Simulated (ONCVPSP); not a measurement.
What one change does to a pseudopotential (iron, ONCV)

ONCVPSP 4.0.1 input, shortened (lines: element, Z, core and valence counts, functional; n l f; lmax; l rc ep ncon nbas qcut; lloc lpopt rc5 dvloc0; l nproj debl; icmod fcfact rcfact), LDA (Perdew-Zunger), scalar-relativistic:

```
  Fe 26.00    5    2        3      upf
    1    0    2.00
    2    0    2.00
    2    1    6.00
    3    0    2.00
    3    1    6.00
    3    2    6.00
    4    0    2.00
    2
    0    2.30    0.00    4    8    3.00
    1    1.80    0.14    4    8    4.30
    2    1.00    0.00    4    8   18.90
    4    5    0.75    4.00
    0    1    1.50
    1    1    3.80
    2    2    1.50
    0    0.00    0.00
```

All-electron outer shells of the reference configuration (LDA (Perdew-Zunger), scalar-relativistic, ld1.x):

| shell | level (eV) | outermost node (bohr) | outermost maximum (bohr) |
| --- | --- | --- | --- |
| 3p | -59.93 | 0.30 | 0.72 |
| 3d | -7.75 | – | 0.71 |
| 4s | -5.49 | 1.01 | 2.38 |

Change: d: qcut 10.9.

Cutoffs: the cutoffs (Ha) at which the residual kinetic energy of the hardest occupied pseudo-wave falls to 1 and 0.1 mHa per electron; they do not see the model core or the augmentation charge, which bear on the density cutoff. Errors are all-electron minus pseudo energies relative to the spin-unpolarised reference configuration.

Question: How do hardness, ghosts and transferability respond?

Answer: The potential gets harder (109 Ha and 127 Ha → 151 Ha and 237 Ha); both files keep a bound ghost (p, s); of the 4 tests that both files solve, the error grows in 1 and shrinks in 0 by more than 15 % and 0.3 meV (median size 49.4 → 52.1 meV).

| quantity | base | changed |
| --- | --- | --- |
| cutoff, loose | 109 Ha | 151 Ha |
| cutoff, tight | 127 Ha | 237 Ha |
| loose cutoff by channel | s 4.1 Ha, d 109 Ha | s 4.1 Ha, d 151 Ha |
| bound ghosts | s, p | s, p |
| GHOST(+) flags under 300 eV | none | none |
| error for 3d6 4s1, meV [ΔE 8.98 eV] | -0.2 | +0.4 |
| error for 3d6 4s0, meV [ΔE 25.47 eV] | +5.0 | +8.4 |
| error for 3d5 4s0, meV [ΔE 60.00 eV] | +94 | +96 |
| error for 3d5 4s2 4p1, meV [ΔE 8.86 eV] | -167 | -155 |
| s: phases at 2.33 bohr within 0.05 rad from the reference energy up to (Ha; the scan ends near 5) | 1.0 | 1.0 |
| p: phases at 1.83 bohr within 0.05 rad from the reference energy up to (Ha; the scan ends near 5) | 2.5 | 2.5 |
| d: phases at 1.02 bohr within 0.05 rad from the reference energy up to (Ha; the scan ends near 5) | to the end of the scan | to the end of the scan |

 A true bound ghost makes a file unfit for plane-wave use even where its test errors are small: the radial tests pick states by their node count and pass the ghost by.
